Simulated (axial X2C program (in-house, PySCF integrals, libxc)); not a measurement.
LiCd⁺: cheaper levels and CCSD(T), 2c

Computed with an in-house relativistic program for diatomic molecules. Two-component (2c) means X2C with spin–orbit coupling and atomic mean-field two-electron Coulomb and Gaunt terms. Basis: Cd dyall-cv3z [12s12p8d5f3g], Li dyall-cv3z [7s8p2d] (cores contracted in-house); Gaussian nuclei, density fitting, unrestricted open shells. Masses: Cd 113.903 u, Li 7.016 u.

State: Ω = 0 (closed shell); fragments Cd + Li+.

| level | Re (Å) | ωe (cm⁻¹) | De (eV) |
| --- | --- | --- | --- |
| PBE0 | 2.782 | 250.4 | 0.713 |
| HF | 2.886 | 239.0 | 0.698 |
| MP2 | 2.793 | 239.1 | 0.555 |
| CCSD | 2.824 | 239.2 | 0.604 |
| BLYP | 2.785 | 240.7 | 0.663 |

Correlated methods: 12 electrons correlated (number of frozen shells: Cd 4 s, 3 p, 1 d; Li 1 s), 250 virtual spin orbitals or spinors in MP2, 90 natural virtuals in coupled cluster.

CCSD(T), same Hamiltonian and basis:

Re = 2.818 Å, ωe = 239.3 cm⁻¹, De = 0.59 eV; T1 = 0.022 (Lee–Taylor normalisation).

**Question.** Give the differences from CCSD(T) in the columns below.

**Answer.** 

| level | ΔRe (Å) | Δωe (cm⁻¹) | ΔDe (eV) |
| --- | --- | --- | --- |
| PBE0 | -0.036 | 11.1 | 0.12 |
| HF | 0.068 | -0.3 | 0.11 |
| MP2 | -0.025 | -0.2 | -0.03 |
| CCSD | 0.006 | -0.1 | 0.01 |
| BLYP | -0.033 | 1.4 | 0.07 |

The state is a single determinant with fixed occupations, the lowest that a limited PBE0 search found. Dissociation energies refer to the lowest single-determinant-based atoms at the same level and basis. Coupled cluster ran in a truncated set of natural virtual spinors; the MP2 energy of the rest was added. (T) has no such correction and the atoms are truncated less, which lowers De at CCSD(T) by a hundredth of an eV or more.
